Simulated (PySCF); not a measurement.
# Heteronuclear NMR

Structure with atom numbers: `[O:1]=[C:2]([OH:3])[SiH2:4][N:5]([SiH3:6])[SiH3:7]`; H(Xn) means a hydrogen on atom n.

- shielding tensors at PBE0/pcSseg-1 (GIAO)
- structure optimised with GFN2-xTB
- run in PySCF 2.14.0 with density-fitted response routines
- one conformer, non-relativistic Hamiltonian, in vacuum, averaged over atoms made equivalent by symmetry, fast rotation or ring inversion

Q: Predict the ²⁹Si NMR data.

A: 
```json
{"atoms": "Si6/Si7", "environment": "silicon bonded to N, 3 H", "σ (ppm)": "398.7", "δ (ppm)": "-47.8"}
{"atoms": "Si4", "environment": "silicon bonded to C, N, 2 H", "σ (ppm)": "404.1", "δ (ppm)": "-52.2"}
```

Shieldings were converted by a linear fit to measured shifts: ²⁹Si: δ = 279.94 − 0.822σ (rms 8.9 ppm, 72 shifts, 25.8 ppm with the 6 outliers that the fit left out vs TMS, solution or neat liquid). Occasional misses reach two or three times the rms, and more in compound classes unlike the fitted ones.

On a 400 MHz spectrometer ²⁹Si resonates near 79.5 MHz, so 1 ppm is 79.5 Hz.

Q: Where does ¹⁵N resonate?

A: 
| atoms | environment | σ (ppm) | δ (ppm) |
| --- | --- | --- | --- |
| N5 | nitrogen bonded to 3 Si | 292.4 | -417.5 |

Shieldings were converted by a linear fit to measured shifts: ¹⁵N (scatter 6.3 ppm rms vs CH3NO2, solution or neat liquid). Occasional misses reach two or three times the rms, and more in compound classes unlike the fitted ones.

On a 300 MHz spectrometer ¹⁵N resonates near 30.4 MHz, so 1 ppm is 30.4 Hz.

Q: Predict the ¹⁷O NMR data.

A: 
```tsv
atoms	environment	σ (ppm)	δ (ppm)
O1	carbonyl oxygen	-173.4	424.6
O3	acid hydroxyl oxygen	100.3	175.4
```

Shieldings were converted by a linear fit to measured shifts: ¹⁷O (scatter 10.7 ppm rms, 12.2 ppm with the 3 outliers that the fit left out vs liquid water, solution or neat liquid). Occasional misses reach two or three times the rms, and more in compound classes unlike the fitted ones.

On a 400 MHz spectrometer ¹⁷O resonates near 54.2 MHz, so 1 ppm is 54.2 Hz.

In solution the two oxygens of a carboxylic acid exchange roles by proton transfer and give one 17O line. Hydrogen bonding in solution shields acid and N–H amide carbonyl oxygens by tens of ppm.
